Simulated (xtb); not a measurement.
Br₂, charge +1, doublet, from a rough starting geometry (a state made from the parent by changing its charge; the spin is typed, not shown lowest); GFN2-xTB (xtb).

Here is a job for xtb.
```
$ xtb mol.xyz --gfn 2 --chrg 1 --uhf 1 --opt vtight --json

# file mol.xyz
2

Br     1.13737523    -0.00911919    -0.00466226
Br    -1.15172343    -0.02341447     0.04358935
```

**Question.** Write the output that xtb gives for this input, abridged.

**Answer.** 
```
   ID    Z sym.   atoms
    1   35 Br     1, 2

           -------------------------------------------------
          |                Calculation Setup                |
           -------------------------------------------------

           -------------------------------------------------
          |                 G F N 2 - x T B                 |
           -------------------------------------------------

          ...................................................
          :                      SETUP                      :
          :.................................................:
          :  # basis functions                  20          :
          :  # atomic orbitals                  18          :
          :  # shells                            6          :
          :  # electrons                        13          :
          :  max. iterations                   250          :
          :  Hamiltonian                  GFN2-xTB          :
          :  restarted?                      false          :
          :  GBSA solvation                  false          :
          :  PC potential                    false          :
          :  electronic temp.          300.0000000     K    :
          :  accuracy                    1.0000000          :
          :  -> integral cutoff          0.2500000E+02      :
          :  -> integral neglect         0.1000000E-07      :
          :  -> SCF convergence          0.1000000E-05 Eh   :
          :  -> wf. convergence          0.1000000E-03 e    :
          :  Broyden damping             0.4000000          :
          :  net charge                          1          :
          :  unpaired electrons                  1          :
          ...................................................

 iter      E             dE          RMSdq      gap      omega  full diag
   1     -7.5806021 -0.758060E+01  0.121E+01    3.13       0.0  T
   2     -7.5822894 -0.168725E-02  0.563E+00    3.00       1.0  T
   3     -7.5829246 -0.635280E-03  0.108E+00    2.91       1.0  T
   4     -7.5830242 -0.995604E-04  0.192E-01    2.90       1.0  T
   5     -7.5830253 -0.111278E-05  0.806E-02    2.89       1.0  T
   6     -7.5830255 -0.158641E-06  0.382E-04    2.89     185.2  T
   7     -7.5830255 -0.994760E-13  0.211E-04    2.89     335.5  T

   *** convergence criteria satisfied after 7 iterations ***

         :::::::::::::::::::::::::::::::::::::::::::::::::::::
         ::                     SUMMARY                     ::
         :::::::::::::::::::::::::::::::::::::::::::::::::::::
         :: total energy              -7.580885670299 Eh    ::
         :: gradient norm              0.014286827604 Eh/a0 ::
         :: HOMO-LUMO gap              2.890941940969 eV    ::
         ::.................................................::
         :: SCC energy                -7.583025468409 Eh    ::
         :: -> isotropic ES            0.152948451743 Eh    ::
         :: -> anisotropic ES          0.005622026271 Eh    ::
         :: -> anisotropic XC         -0.000007235822 Eh    ::
         :: -> dispersion             -0.000895765449 Eh    ::
         :: repulsion energy           0.002139798110 Eh    ::
         :: add. restraining           0.000000000000 Eh    ::
         :: total charge               1.000000000000 e     ::
         :::::::::::::::::::::::::::::::::::::::::::::::::::::

      -----------------------------------------------------------
     |                   =====================                   |
     |                        A N C O P T                        |
     |                   =====================                   |
     |               Approximate Normal Coordinate               |
     |                Rational Function Optimizer                |
      -----------------------------------------------------------
      -----------------------------------------------------------
     |                   =====================                   |
     |                        A N C O P T                        |
     |                   =====================                   |
     |               Approximate Normal Coordinate               |
     |                Rational Function Optimizer                |
      -----------------------------------------------------------

          ...................................................
          :                      SETUP                      :
          :.................................................:
          :   optimization level         verytight          :
          :   max. optcycles                   200          :
          :   ANC micro-cycles                  20          :
          :   degrees of freedom                 1          :
          :.................................................:
          :   RF solver                   davidson          :
          :   write xtbopt.log                true          :
          :   linear (good luck)              true          :
          :   energy convergence         0.1000000E-06 Eh   :
          :   grad. convergence          0.2000000E-03 Eh/α :
          :   maxmium RF displ.          1.0000000          :
          :   Hlow (freq-cutoff)         0.1000000E-01      :
          :   Hmax (freq-cutoff)         5.0000000          :
          :   S6 in model hess.         20.0000000          :
          ...................................................

generating ANC from exact Hessian ...
Using Lindh-Hessian (1995)
 Shifting diagonal of input Hessian by    0.0000000000000000
 Lowest  eigenvalues of input Hessian
    0.000000    0.000000    0.000000    0.000000    0.000000    0.108831
 Highest eigenvalues
    0.000000    0.000000    0.000000    0.000000    0.000000    0.108831

........................................................................
.............................. CYCLE    1 ..............................
........................................................................

[...]
 * total energy  :    -7.5808857 Eh     change        0.2753353E-13 Eh
 * total energy  :    -7.5809355 Eh     change       -0.4987556E-04 Eh
 * total energy  :    -7.5813911 Eh     change       -0.4555383E-03 Eh
 * total energy  :    -7.5813968 Eh     change       -0.5674519E-05 Eh
 * total energy  :    -7.5813975 Eh     change       -0.7283227E-06 Eh
 * total energy  :    -7.5813975 Eh     change       -0.3810774E-09 Eh
   *** GEOMETRY OPTIMIZATION CONVERGED AFTER 6 ITERATIONS ***
[...]
          :  # shells                            6          :
          :  # electrons                        13          :
          :  max. iterations                   250          :
          :  Hamiltonian                  GFN2-xTB          :
          :  restarted?                      false          :
          :  GBSA solvation                  false          :
          :  PC potential                    false          :
          :  electronic temp.          300.0000000     K    :
          :  accuracy                    1.0000000          :
          :  -> integral cutoff          0.2500000E+02      :
          :  -> integral neglect         0.1000000E-07      :
          :  -> SCF convergence          0.1000000E-05 Eh   :
          :  -> wf. convergence          0.1000000E-03 e    :
          :  Broyden damping             0.4000000          :
          :  net charge                          1          :
          :  unpaired electrons                  1          :
          ...................................................

 iter      E             dE          RMSdq      gap      omega  full diag
   1     -7.5846342 -0.758463E+01  0.120E-04    3.16       0.0  T
   2     -7.5846342  0.582752E-10  0.198E-04    3.16     356.9  T
   3     -7.5846342 -0.707363E-10  0.455E-05    3.16    1553.9  T

   *** convergence criteria satisfied after 3 iterations ***

         :::::::::::::::::::::::::::::::::::::::::::::::::::::
         ::                     SUMMARY                     ::
         :::::::::::::::::::::::::::::::::::::::::::::::::::::
         :: total energy              -7.581397487523 Eh    ::
         :: gradient norm              0.000000156745 Eh/a0 ::
         :: HOMO-LUMO gap              3.161589376138 eV    ::
         ::.................................................::
         :: SCC energy                -7.584634211411 Eh    ::
         :: -> isotropic ES            0.153298712169 Eh    ::
         :: -> anisotropic ES          0.006715256250 Eh    ::
         :: -> anisotropic XC         -0.001665212161 Eh    ::
         :: -> dispersion             -0.000896441651 Eh    ::
         :: repulsion energy           0.003236723888 Eh    ::
         :: add. restraining           0.000000000000 Eh    ::
         :: total charge               1.000000000000 e     ::
         :::::::::::::::::::::::::::::::::::::::::::::::::::::

           -------------------------------------------------
          |                Property Printout                |
           -------------------------------------------------

    * Orbital Energies and Occupations

         #    Occupation            Energy/Eh            Energy/eV
      -------------------------------------------------------------
         1        2.0000           -1.1445013             -31.1435
         2        2.0000           -1.1115397             -30.2465
         3        2.0000           -0.8500835             -23.1319
         4        2.0000           -0.8041972             -21.8833
         5        2.0000           -0.8041972             -21.8833
         6        1.5000           -0.7496888             -20.4001
         7        1.5000           -0.7496888             -20.4001 (HOMO)
         8                         -0.6335025             -17.2385 (LUMO)
         9                         -0.2941830              -8.0051
        10                         -0.2941830              -8.0051
        11                         -0.2911344              -7.9222
        12                         -0.2911344              -7.9222
        13                         -0.2855369              -7.7699
        14                         -0.2855369              -7.7699
        15                         -0.2379688              -6.4755
        16                         -0.2328922              -6.3373
        17                         -0.2328922              -6.3373
        18                          0.5056392              13.7591
      -------------------------------------------------------------
                  HL-Gap            0.1161863 Eh            3.1616 eV
             Fermi-level           -0.7206422 Eh          -19.6097 eV

     #   Z          covCN         q      C6AA      α(0)
     1  35 Br       0.978     0.500   171.805    21.134
     2  35 Br       0.978     0.500   171.805    21.134

 Mol. C6AA /au·bohr⁶  :        687.220465
 Mol. C8AA /au·bohr⁸  :      43452.255998
 Mol. α(0) /au        :         42.267723

Wiberg/Mayer (AO) data.
largest (>0.10) Wiberg bond orders for each atom

 ---------------------------------------------------------------------------
     #   Z sym  total        # sym  WBO       # sym  WBO       # sym  WBO
 ---------------------------------------------------------------------------
     1  35 Br   1.470 --     2 Br   1.470
     2  35 Br   1.470 --     1 Br   1.470
 ---------------------------------------------------------------------------

Topologies differ in total number of bonds
Writing topology from bond orders to xtbtopo.mol

molecular dipole:
                 x           y           z       tot (Debye)
 q only:       -0.014      -0.031       0.037
   full:       -0.014      -0.031       0.037       0.127
molecular quadrupole (traceless):
                xx          xy          yy          xz          yz          zz
 q only:        4.468       0.042      -2.236      -0.142      -0.003      -2.232
  q+dip:        0.570       0.006      -0.286      -0.019      -0.002      -0.285
   full:        1.919       0.019      -0.960      -0.061      -0.002      -0.959

optimized geometry written to: xtbopt.xyz

           -------------------------------------------------
          | TOTAL ENERGY               -7.581397487523 Eh   |
          | GRADIENT NORM               0.000000156745 Eh/α |
          | HOMO-LUMO GAP               3.161589376138 eV   |
           -------------------------------------------------

normal termination of xtb
```
